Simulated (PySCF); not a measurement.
# Radial density of Sc⁻ (scandium, charge -1)

MN15, [Ar] 3d2 4s2, high-spin 3F determinant. Computed with PySCF 2.14 in x2c-TZVPPall with one added diffuse shell each of s, p, d, f type (7s6p5d3f1g, 80 functions), with the spin-free X2C one-electron Hamiltonian (Gaussian nucleus).

| r (bohr) | 4πr²ρ (e/bohr) | 4πr²(ρα − ρβ) |
| --- | --- | --- |
| 0.00143 | 0.1920 | 0.0000 |
| 0.00241 | 0.4930 | 0.0000 |
| 0.00405 | 1.246 | -0.0001 |
| 0.00681 | 3.017 | -0.0002 |
| 0.0115 | 6.787 | -0.0005 |
| 0.0193 | 13.45 | -0.0009 |
| 0.0324 | 21.58 | -0.0013 |
| 0.0545 | 24.71 | -0.0012 |
| 0.0918 | 19.53 | -0.0013 |
| 0.154 | 20.64 | 0.0000 |
| 0.260 | 26.02 | 0.0356 |
| 0.437 | 12.00 | 0.2053 |
| 0.734 | 7.853 | 0.5474 |
| 1.24 | 7.234 | 0.7592 |
| 2.08 | 1.621 | 0.4964 |
| 3.49 | 0.6794 | 0.2127 |
| 5.88 | 0.2872 | 0.0730 |
| 9.89 | 0.07018 | 0.0145 |
| 16.6 | 0.003451 | 0.0016 |

Densities and radii are taken from the X2C orbitals without a picture-change correction, which distorts them close to the nucleus.

The configuration of this anion was assumed by filling the next shell in order. It is not the known or likely ground configuration (Ca⁻, Sr⁻ and Ba⁻, for instance, bind a p electron), so these values are not the electron affinity of the element. At MN15 the highest occupied level has a positive energy, so only the finite basis holds that electron.
